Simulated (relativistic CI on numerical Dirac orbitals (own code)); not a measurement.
**Level scheme of Hg⁴⁵⁺**

Calculated at this level of theory: Dirac-Coulomb-Breit CI, KLI orbitals optimised for each configuration, a model potential for QED, unscaled Slater integrals (own radial code, finite nucleus).

CI space (outside the closed core [Ar] 3d10): 4s2.4p5, 4s.4p6, 4s2.4p4.4d, 4s.4p5.4d, 4s2.4p4.4f, 4s.4p5.4f, 4p6.4d, 4s.4p4.4d2, 4s2.4p3.4d.4f, 4p6.4f, 4p5.4d.4f, 4s.4p4.4f2, 4s2.4p4.5s, 4p6.5s, 4s2.4p4.5p, 4s.4p4.4d.5s, 4s2.4p3.4f.5s, 4s.4p5.5s, 4s2.4p4.5d, 4s.4p5.5p, 4s2.4p4.5f, 4s2.4p4.5g, 4s.4p5.5d, 4p5.4f.5s, 4s.4p5.5f, 4s2.4p4.6s, 4s.4p5.5g, 4s2.4p3.4d2, 4s2.4p2.4d3, 4s.4p3.4d3, 4s2.4p2.4d2.4f, 4s.4p3.4d2.4f, 4s2.4p2.4d2.5s, 4p5.4d2, 4p4.4d3, 4p4.4d2.4f, 4p4.4d2.5s, 4p5.4d.5s, 4p4.4d.4f.5s, 4p4.4d.5s2, 4s2.4p3.5s2, 4s2.4p2.4d.5s2, 4s.4p3.4d.5s2, 4s2.4p2.4f.5s2, 4s.4p3.4f.5s2. Double excitations out of closed p, d and f shells are left out; levels of such configurations are missing from the list, as are those of other unlisted configurations, and high levels can miss mixing partners. These lack a partner that the ground configuration has and come out too high: 4s2.4p4.5p, 4s.4p5.5s, 4s2.4p4.5d, 4s.4p5.5p, 4s2.4p4.5f.

The lowest level is 4s2.4p5 2P°_3/2, with 99 % of that term; Hund's rules for 4s2.4p5 give 2P° with J = 3/2, in agreement.

| No. | Configuration | Term | J | E (cm⁻¹) | % | Next component (%) | Landé g |
| --- | --- | --- | --- | --- | --- | --- | --- |
| 1 | 4s2.4p5 | 2P° | 3/2 | 0 | 99 | 1 4s2.4p3.4d2 2P° | 1.328 |
| 2 | 4s2.4p5 | 2P° | 1/2 | 1140911 | 99 | 1 4s2.4p3.4d2 2P° | 0.657 |
| 3 | 4s2.4p4.4d | 4D | 3/2 | 1378766 | 36 | 33 2D | 1.177 |
| 4 | 4s2.4p4.4d | 4D | 5/2 | 1403263 | 40 | 21 2F | 1.197 |
| 5 | 4s2.4p4.4d | 4P | 1/2 | 1404762 | 48 | 28 2P | 1.675 |
| 6 | 4s2.4p4.4d | 2F | 7/2 | 1423990 | 34 | 30 4F | 1.117 |
| 7 | 4s2.4p4.4d | 2D | 3/2 | 1499857 | 63 | 19 4F | 0.848 |
| 8 | 4s2.4p4.4d | 2F | 7/2 | 1626741 | 47 | 42 4D | 1.249 |
| 9 | 4s2.4p4.4d | 4F | 9/2 | 1637688 | 68 | 31 2G | 1.259 |
| 10 | 4s2.4p4.4d | 2P | 1/2 | 1654237 | 53 | 23 2S | 1.248 |
| 11 | 4s2.4p4.4d | 2D | 5/2 | 1755962 | 54 | 22 4P | 1.213 |
| 12 | 4s2.4p4.4d | 2P | 3/2 | 1800630 | 36 | 34 2D | 1.188 |
| 13 | 4s2.4p4.4d | 2D | 5/2 | 1829759 | 49 | 18 2F | 1.162 |
| 14 | 4s.4p6 | 2S | 1/2 | 2144777 | 80 | 11 4s2.4p4.4d 4P | 2.001 |
| 15 | 4s2.4p4.4d | 4D | 1/2 | 2470494 | 79 | 16 2P | 0.193 |
| 16 | 4s2.4p4.4d | 4D | 3/2 | 2515941 | 33 | 31 4F | 0.955 |
| 17 | 4s2.4p4.4d | 4F | 5/2 | 2552513 | 47 | 37 2F | 0.987 |
| 18 | 4s2.4p4.4d | 2G | 7/2 | 2562139 | 59 | 25 2F | 1.004 |
| 19 | 4s2.4p4.4d | 2D | 5/2 | 2719489 | 54 | 22 2F | 1.145 |
| 20 | 4s2.4p4.4d | 2P | 3/2 | 2720175 | 49 | 24 4P | 1.268 |
| 21 | 4s2.4p4.4d | 2S | 1/2 | 2726075 | 37 | 27 2P | 1.786 |
| 22 | 4s2.4p4.4d | 4D | 7/2 | 2740030 | 43 | 38 4F | 1.299 |
| 23 | 4s2.4p4.4d | 2P | 3/2 | 2777181 | 48 | 18 2D | 1.254 |
| 24 | 4s2.4p4.4d | 2F | 5/2 | 2796029 | 46 | 20 4P | 1.134 |
| 25 | 4s2.4p4.4d | 2G | 9/2 | 2798269 | 68 | 31 4F | 1.175 |
| 26 | 4s2.4p4.4d | 2D | 5/2 | 2823932 | 52 | 27 4P | 1.244 |
| 27 | 4s2.4p3.4d2 | 4F° | 3/2 | 2824342 | 29 | 24 2D° | 0.879 |
| 28 | 4s2.4p3.4d2 | 4D° | 1/2 | 2848888 | 46 | 24 2P° | 0.171 |
| 29 | 4s2.4p3.4d2 | 4F° | 5/2 | 2850073 | 25 | 20 2F° | 0.992 |
| 30 | 4s2.4p4.4d | 2F | 7/2 | 2861697 | 75 | 13 4F | 1.145 |

Energies count from the lowest computed level; ° marks odd parity.

The mean weight of the leading LS term, summed over parents, in these 30 levels is 53 %, and that of the leading jj configuration (from the same eigenvectors) 96 %, so jj coupling describes them better and the LS labels are nominal.

At this charge energies of transitions that change n are usually good to better than 1 %, and those within a shell (Δn = 0) to a few per cent.

LS names give the leading component of a level, which can be under half, so a name can repeat, a term be missing and a line seem to break the LS rules.
